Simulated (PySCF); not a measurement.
C3H9N, SMILES CCNC. Atoms are numbered in the order given.

```xyz
13

C     -1.8847    -0.0928     0.2592
C     -0.4820    -0.5212    -0.1518
N      0.4880     0.5291     0.1005
C      1.8469     0.1783    -0.2570
H     -2.1739     0.8319    -0.2635
H     -2.6238    -0.8755     0.0281
H     -1.9374     0.1031     1.3441
H     -0.2210    -1.4808     0.3555
H     -0.4661    -0.7452    -1.2342
H      0.4454     0.8037     1.0816
H      2.5324     0.9994     0.0055
H      1.9200     0.0264    -1.3477
H      2.2271    -0.7519     0.2248
```
Charge 0, spin multiplicity 1.

Coordinates come from a B3LYP-D3(BJ)/def2-SVP optimisation. One conformer was computed; it need not be the lowest.

Computed with PySCF with SMD-ωB97X/def2-SVP.

Solvation free energies are E(SMD) − E(gas) at the gas-phase geometry, for 1 M in both phases. In vacuum the dipole moment is 0.89 D.

Problem. Estimate the solvation free energies in water, 1-octanol, dimethylsulfoxide. (Estimate from the structure and the level; the computed values follow.)

Solution. 
| solvent | ΔG(solv) (kcal/mol) | its non-electrostatic (CDS) part | dipole (D) |
|---|---|---|---|
| water | -2.4 | 0.8 | 1.23 |
| 1-octanol | -3.5 | -0.7 | 1.16 |
| dimethylsulfoxide | -2.4 | 0.8 | 1.22 |
